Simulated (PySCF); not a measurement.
C₅H₁₀O, SMILES CCOC1CC1.

The structure is a stationary point at r2SCAN-D4/def2-SVP. The values are those of a single conformer.

Vertical ionisation energy (IE) and electron affinity (EA) in eV. Rows of orbital energies are one-electron estimates. Where ΔSCF, EOM or ADC give a negative EA the extra electron is unbound and the value depends on the basis.

| level | IE | EA |
|---|---|---|
| −ε(HOMO), −ε(LUMO), M06-2X/def2-TZVP (PySCF) | (withheld) | (withheld) |
| −ε(HOMO), −ε(LUMO), PBE/def2-TZVP (PySCF) | 5.69 | -0.59 |

Task: Fill in the missing entries. (Estimate from the structure and the level; the computed values follow.)

Result: 
- −ε(HOMO), −ε(LUMO), M06-2X/def2-TZVP (PySCF), IE: 8.59
- −ε(HOMO), −ε(LUMO), M06-2X/def2-TZVP (PySCF), EA: -2.02
